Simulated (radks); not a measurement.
Values are calculated unless marked as measured or tabulated.
Ionisation of the magnesium ion Mg+, [Ne] 3s1, to [Ne] as the strength of local exchange is varied. Code: a radial shooting solver on a logarithmic mesh with Libxc functionals. Model: scalar-relativistic Kohn-Sham, Slater X-alpha exchange (alpha = 2/3 is LDA exchange), no correlation, spin-unpolarised, spherical densities, point nucleus.

alpha,E(Mg+) (hartree),exchange (hartree),IE (eV),-e of the level emptied (eV),<r> of it (bohr)
0.593,-196.72084,-12.73310,13.636,10.050 (3s),2.881
0.604,-196.95718,-12.98210,13.705,10.122 (3s),2.873
0.667,-198.31525,-14.41721,14.105,10.539 (3s),2.828
0.756,-200.24684,-16.47059,14.680,11.141 (3s),2.767
0.795,-201.09807,-17.37997,14.935,11.410 (3s),2.742
0.869,-202.72128,-19.12152,15.425,11.929 (3s),2.694
0.953,-204.57662,-21.12387,15.990,12.531 (3s),2.643
1.02,-206.06620,-22.74037,16.447,13.021 (3s),2.603

NIST Atomic Spectra Database: 15.035 eV (measured). The Delta-SCF value meets it near alpha = 0.81. Spin polarisation and multiplet splitting are left out, so open shells lie too high by an amount that depends on their filling.

Beside tabulated values, note that spin-unpolarised runs miss the spin-polarisation part of the exchange energy of open shells.
